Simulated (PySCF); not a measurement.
# One molecule, several mistakes: BClH3Si cation

These are calculations, not measurements. The program is PySCF 2.14.0, an open-source quantum chemistry code, run on an isolated molecule that a program drew, which may never have been made. The molecule is BClH3Si cation (charge +1, singlet), drawn as the SMILES string `[SiH3][B+]Cl`.

Each row is a Hartree-Fock (HF) and frozen-core CCSD(T) single point in the cc-pV(D+d)Z basis, meant for a local HF minimum. Run 1 is clean. Each other run has one planted mistake out of seven kinds, and not every kind appears here: one electron removed, one electron added, multiplicity raised by two, geometry at a saddle point, minimal basis STO-3G, one bond length entered in bohr, all coordinates scaled. The reference is restricted for singlets and unrestricted otherwise, and also for a bond in bohr. Adding or removing an electron swaps singlet and doublet. Electrons count all cores. HOMO and LUMO are orbital energies over both spins, the gradient is its largest component, and the lowest frequency (negative if imaginary) is given only where the gradient is small. Bond lengths are over the 5 bonds as drawn. T1 is the CCSD diagnostic: over 0.02 (restricted) or 0.045 (unrestricted) a single reference is doubtful.

Geometry of the clean run:
```xyz
6
BClH3Si cation, angstrom
Si   -0.3377    1.0992   -0.0905
B    -2.3854    1.4628   -0.2109
Cl   -3.9782    1.7456   -0.3045
H     0.1595    1.6294   -1.3656
H     0.0552    1.8600    1.1016
H    -0.2771   -0.3607    0.0484
```

```
run,electrons,basis functions,<S^2>,HOMO (eV),LUMO (eV),gradient (hartree/bohr),lowest frequency (cm^-1),mean bond (Å),longest bond (Å),T1,HF (hartree),CCSD(T) (hartree),mistake
1,38,75,0.000,-18.85,-4.67,5.4e-06,218,1.6213,2.083,0.0177,-774.59986,-774.95416,no fault
2,38,75,0.859,-15.24,-5.31,1.1e-02,-,1.8825,2.774,0.0461,-774.48941,-774.83136,one bond length entered in bohr
3,38,75,0.000,-18.98,-4.61,2.8e-02,-,1.5873,2.039,0.0170,-774.59739,-774.95106,?
4,39,75,0.769,-6.81,1.95,8.9e-02,-,1.6213,2.083,0.0156,-774.80982,-775.16865,?
```

**Which mistake was planted in run 3, and what did it cost?**

The mean and the longest bond both change by the same factor, 0.979, and the gradient is no longer small. So the mistake is: all coordinates scaled. Subtracting run 1 and multiplying by 627.51 kcal/mol a hartree, the energy moved by 1.5 kcal/mol in HF and 1.9 kcal/mol in CCSD(T).

**Which mistake was planted in run 4, and what did it cost?**

It counts 39 electrons, one more than the clean run, at the same geometry and basis. So the mistake is: one electron added. Subtracting run 1 and multiplying by 627.51 kcal/mol a hartree, the energy moved by -131.8 kcal/mol in HF and -134.6 kcal/mol in CCSD(T).

Cautions from the logs. Run 2: T1 is over the limit, so its CCSD(T) energy is less reliable.
